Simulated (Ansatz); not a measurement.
ClSe (SMILES Cl[Se]), doublet, at a GFN2-xTB geometry (the spin is typed, not shown lowest), with bond 1-2 at 1.25 times its length; B3LYP/def2-SVP (Ansatz, a first-principles code).

The Ansatz input:
Ansatz 0.2 input:
```yaml
crystal:
  periodic: [false, false, false]
  atoms:
    - {symbol: Se, position_ang: [0.00000000, 0.00000000, -1.23112978]}
    - {symbol: Cl, position_ang: [0.00000000, 0.00000000, 1.40700545]}
basis:
  gaussian:
    orbitals: def2-SVP
hamiltonian:
  xc: b3lyp
magnetization: {spin_polarized: true, initial_magnetization: 1}
scf: {lower_state_search: off}
```

**Question.** What does Ansatz print? Leave out banner, timings and long lists.

**Answer.** 
```
Functional definition: B3LYP
these checks for a lower state are left out or cut short: stability, starts, cluster_reference, orbital_swaps, neighbouring_geometries, increment
467 factors; integrals over basis functions are off by at most 5.9e-4 eV
mean field evaluation 1: about -77859.1661 eV, gradient 1.1e1 eV
mean field evaluation 2: about -77847.8595 eV, gradient 4.0e1 eV
mean field evaluation 4: about -77859.8997 eV, gradient 8.8e-1 eV
mean field evaluation 8: about -77859.9158 eV, gradient 6.7e-2 eV
mean field evaluation 16: about -77859.9162 eV, gradient 1.4e-4 eV
mean field -77859.91622716 eV, -2861.2991460016 hartree, gradient 5.7e-6 eV, S^2 0.759095; 0 other end points of the search recorded, 0 dependent functions left out
reference -77859.91639700 eV, -2861.2991522431 hartree; 26, 25 occupied and 24, 25 virtual orbitals, 467 factors
Total energy: -77859.91639700 eV, -2861.2991522431 hartree
Checks for a lower state left out: stability, starts, cluster_reference, orbital_swaps, neighbouring_geometries, increment
```
